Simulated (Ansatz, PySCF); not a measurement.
Si(H)(Me)(OH)(NH2) (CH₇NOSi), SMILES [SiH](O)(N)C. Atoms are numbered in the order given.

```xyz
11

Si     0.0492     0.0968    -0.3571
C      1.3804    -0.9991     0.3673
N     -1.4582    -0.6962    -0.0595
O      0.0146     1.6247     0.3147
H      0.3439     0.3824    -1.7920
H      1.4572    -1.9504    -0.1835
H      1.1781    -1.2328     1.4248
H      2.3599    -0.5001     0.3111
H     -2.3154    -0.3760    -0.4955
H     -1.4829    -1.6969     0.0968
H     -0.3509     1.6562     1.2043
```
Charge 0, spin multiplicity 1.

Geometry optimised at PBE0-D3(BJ)/def2-SVP. The structure was generated by enumeration, and PubChem lists no compound with its InChIKey, so it may never have been made. The values are those of a single conformer.

Two levels are set side by side: PBE-D3(BJ)/def2-SVP (Ansatz, a quantum-chemistry and plane-wave program) and PBE0-D3(BJ)/def2-SVP (Ansatz). Each level has its own optimised geometry; the coordinates shown are those of the second. Frequencies come from the Hessian of PySCF at each geometry. Differences are taken from unrounded values.

```json
[
 {"quantity": "mean bond length (Å)", "PBE0-D3(BJ)": "1.305", "PBE-D3(BJ)": "1.316", "PBE-D3(BJ) minus PBE0-D3(BJ)": "0.011"},
 {"quantity": "bond Si1–C2 (Å)", "PBE0-D3(BJ)": "1.870", "PBE-D3(BJ)": "1.882", "PBE-D3(BJ) minus PBE0-D3(BJ)": "0.012"},
 {"quantity": "bond Si1–N3 (Å)", "PBE0-D3(BJ)": "1.729", "PBE-D3(BJ)": "1.744", "PBE-D3(BJ) minus PBE0-D3(BJ)": "0.015"},
 {"quantity": "bond Si1–O4 (Å)", "PBE0-D3(BJ)": "1.669", "PBE-D3(BJ)": "1.686", "PBE-D3(BJ) minus PBE0-D3(BJ)": "0.016"},
 {"quantity": "bond Si1–H5 (Å)", "PBE0-D3(BJ)": "1.492", "PBE-D3(BJ)": "1.504", "PBE-D3(BJ) minus PBE0-D3(BJ)": "0.012"},
 {"quantity": "bond C2–H6 (Å)", "PBE0-D3(BJ)": "1.102", "PBE-D3(BJ)": "1.110", "PBE-D3(BJ) minus PBE0-D3(BJ)": "0.008"},
 {"quantity": "bond C2–H7 (Å)", "PBE0-D3(BJ)": "1.102", "PBE-D3(BJ)": "1.110", "PBE-D3(BJ) minus PBE0-D3(BJ)": "0.008"},
 {"quantity": "bond C2–H8 (Å)", "PBE0-D3(BJ)": "1.101", "PBE-D3(BJ)": "1.109", "PBE-D3(BJ) minus PBE0-D3(BJ)": "0.008"},
 {"quantity": "bond N3–H9 (Å)", "PBE0-D3(BJ)": "1.014", "PBE-D3(BJ)": "1.023", "PBE-D3(BJ) minus PBE0-D3(BJ)": "0.009"},
 {"quantity": "bond N3–H10 (Å)", "PBE0-D3(BJ)": "1.013", "PBE-D3(BJ)": "1.023", "PBE-D3(BJ) minus PBE0-D3(BJ)": "0.010"},
 {"quantity": "bond O4–H11 (Å)", "PBE0-D3(BJ)": "0.962", "PBE-D3(BJ)": "0.974", "PBE-D3(BJ) minus PBE0-D3(BJ)": "0.012"},
 {"quantity": "highest harmonic wavenumber (cm⁻¹)", "PBE0-D3(BJ)": "3920", "PBE-D3(BJ)": "3745", "PBE-D3(BJ) minus PBE0-D3(BJ)": "-175"},
 {"quantity": "mean harmonic wavenumber (cm⁻¹)", "PBE0-D3(BJ)": "1396", "PBE-D3(BJ)": "1352", "PBE-D3(BJ) minus PBE0-D3(BJ)": "-44"},
 {"quantity": "zero-point energy (kcal/mol)", "PBE0-D3(BJ)": "53.88", "PBE-D3(BJ)": "52.18", "PBE-D3(BJ) minus PBE0-D3(BJ)": "-1.70"}
]
```

GGA bonds tend to be longer and softer than those of functionals with exact exchange. Differences between two approximate levels are no errors against the true value.
